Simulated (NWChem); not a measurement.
System: CdClF; SMILES [F][Cd][Cl]

```xyz
3

Cd     0.4519    -0.1097     0.0000
F      0.9800    -1.9610     0.0000
Cl    -0.1704     2.0713     0.0000
```
Atoms are numbered in this order, from 1.

All runs: NWChem. Geometry: optimised at PBE0/def2-SVP. def2 effective core potentials on Cd; no spin-orbit coupling. Vertical excitations in the gas phase; the lowest state need not have the same character in each row.

For level PBE/def2-SVPD, TDA:

```yaml
lowest excitation, singlet (eV): 4.65
orbital gap (eV): 4.47
```

### Question
Estimate the same quantities for level B3LYP/def2-SVPD, TDA.

### Answer
* **lowest excitation, singlet (eV)**: 5.04
* **orbital gap (eV)**: 6.17
